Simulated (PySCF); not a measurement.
PbHCl, SMILES [Cl][PbH] (connectivity only; charge and spin as stated), neutral, multiplicity 1. Coordinates come from a B3LYP-D3(BJ)/def2-TZVP optimisation. The def2 effective core potentials stand for the cores of Pb; spin–orbit coupling is left out.

The numbers are results of B3LYP-D3(BJ)/def2-TZVP in PySCF 2.14.0, not measurements.

Harmonic wavenumbers (cm⁻¹): 301, 522, 1578. Rotational constants (GHz): 145.9, 2.682, 2.634; symmetry number 1.

**Question.** Work out the zero-point energy and the ideal-gas rigid-rotor harmonic-oscillator thermochemistry at 298.15 K and 1 atm.

**Answer.** ZPE = ½ Σ hcν = ½ × 2401 cm⁻¹ = 3.43 kcal/mol. H − E(el) = 6.20 kcal/mol. Entropy in cal/(mol K): translation 42.37, rotation 23.26, vibration 2.03, total 67.66. G − E(el) = -13.97 kcal/mol. Cp = 10.88 cal/(mol K).
